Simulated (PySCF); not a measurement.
ClH2NS2W, SMILES [NH2][W](=[S])(=[S])[Cl], multiplicity 1.

Geometry: PBE-D3(BJ)/def2-SVP. The spin state was assumed, not searched. The structure was generated by enumeration; whether it is a known compound was not checked. The def2 effective core potentials stand for the cores of W; spin–orbit coupling is left out. The values are those of a single conformer.

Two levels are set side by side: PBE/def2-TZVP (PySCF) and HF/def2-TZVP (PySCF). Same geometry, gas phase. Differences are taken from unrounded values.

| quantity | PBE |
|---|---|
| orbital gap (eV) | 2.59 |
| highest occupied level (eV) | -6.25 |
| lowest empty level (eV) | -3.66 |
| dipole moment (D) | 3.62 |
| mean polarisability (bohr³) | 104.0 |

**Question.** These are the PBE values. What does HF give? (The exact figures need the calculation; the answer reports its results.)

**Answer.** 
| quantity | HF | PBE minus HF |
|---|---|---|
| orbital gap (eV) | 9.85 | -7.27 |
| highest occupied level (eV) | -9.75 | 3.50 |
| lowest empty level (eV) | 0.10 | -3.76 |
| dipole moment (D) | 3.77 | -0.15 |
| mean polarisability (bohr³) | 98.7 | 5.3 |

Without exact exchange PBE keeps part of each electron's self-repulsion, which lifts occupied levels and narrows the gap. Loosely held outer electrons make PBE densities more polarisable. Differences between two approximate levels are no errors against the true value.

Rough cost on one machine, each run with all the roots and properties that it gave: HF against PBE about 1/3.
